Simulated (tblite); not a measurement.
Species: C4H10ClNSi2.
Cartesian coordinates in Å at the GFN2-xTB level; atoms count from 1:
```
atom  x, y, z in Å
N1    -3.0082   -2.1376   -0.6998
C2    -2.9545   -1.0027   -0.5649
C3    -2.8473    0.4125   -0.3937
Si4   -1.1333    0.8978    0.3381
Cl5   -1.0981    0.3364    2.2764
C6     0.2494    0.0251   -0.6319
C7     1.6371    0.2457   -0.0235
Si8    3.0059   -0.6601   -0.9889
H9    -2.9925    0.8882   -1.3638
H10   -3.6472    0.7445    0.2692
H11   -1.0335    2.3580    0.2696
H12    0.2552    0.3713   -1.6673
H13    0.0427   -1.0478   -0.6727
H14    1.6307   -0.0929    1.0138
H15    1.8498    1.3159    0.0086
H16    4.2943   -0.4120   -0.3421
H17    3.0290   -0.1430   -2.3601
H18    2.7118   -2.0929   -1.0081
```

Computed with GFN2-xTB (tblite): harmonic, unscaled wavenumbers at the GFN2-xTB geometry, gas phase. This tight-binding method is rough: wavenumbers can miss measured ones by several per cent, in bad cases by 10 to 20. Modes of hydrogen on silicon can be 10 to 20 % off. One conformer, not necessarily the lowest.

Harmonic wavenumbers (cm⁻¹): 28.6, 43.1, 57.0, 62.7, 121.2, 127.3, 145.0, 191.1, 247.5, 257.5, 373.8, 470.9, 489.6, 510.1, 535.6, 612.1, 633.9, 696.6, 710.2, 734.6, 758.9, 776.3, 784.3, 787.0, 797.9, 831.2, 1015.7, 1063.1, 1071.7, 1081.2, 1182.0, 1202.4, 1264.8, 1316.4, 1412.7, 1468.4, 1488.1, 2237.2, 2250.0, 2273.5, 2275.7, 2402.1, 2951.2, 2967.4, 2973.8, 2981.4, 2985.2, 2990.7.

A = 1478, B = 605.0, C = 496.8 MHz; mass 163.004 u (most abundant isotopes); point group C1, symmetry number 1.

Task: What is the zero-point energy?

Result: ½Σν̃ = 27319 cm⁻¹ = 326.81 kJ/mol.

Task: Entropy at 500 K, 1 bar (ideal gas, RRHO, classical rotation)?

Result: Translation 183.13, rotation 135.98, vibration 269.86: S = 589.0 J/(mol K).

Task: And Cp and H(500 K) − H(0)?

Result: Cp = 253.19 J/(mol K), of which vibrations give 219.93 (their classical limit is 48 R = 399.1); H(500 K) − H(0) = 79.49 kJ/mol without the zero-point energy, 62.86 from vibrations.

Task: How do the functions run with temperature in this model?

Result: 
```csv
T (K),S (J/(mol K)),Cp (J/(mol K)),H − H(0) (kJ/mol),G − H(0) (kJ/mol),ln q(vib)
100,330.7,97.3,6.85,-26.22,3.59
200,411.3,141.1,18.73,-63.53,7.49
300,477.1,185.6,35.11,-108.02,10.97
800,722.5,314.4,165.46,-412.56,25.76
1000,795.7,341.1,231.15,-564.56,30.75
```

q(vib) and H(0) count from the zero-point level.

Task: Blend soft modes into free rotors: weight 1/[1 + (100 cm⁻¹/ν̃)⁴] for the oscillator and the rest for a rotor with moment μB/(μ + B), μ = h/(8π²ν), B = 10⁻⁴⁴ kg m². What vibrational entropy results?

Result: 237.46 J/(mol K) in place of 269.86, which changes −T·S at 500 K by +16.20 kJ/mol.

Hindered rotation and anharmonicity are outside this model. Other conformers, if any are populated, would add a mixing term that is left out. The structure is chiral; the term R ln 2 for an equal mix with its mirror image is left out.

On an Arm Neoverse V1 with one thread, shared host with 32 logical CPUs at a one-minute load of 31, this took 0.94 s wall. This covers the Hessian and the dipole derivatives.
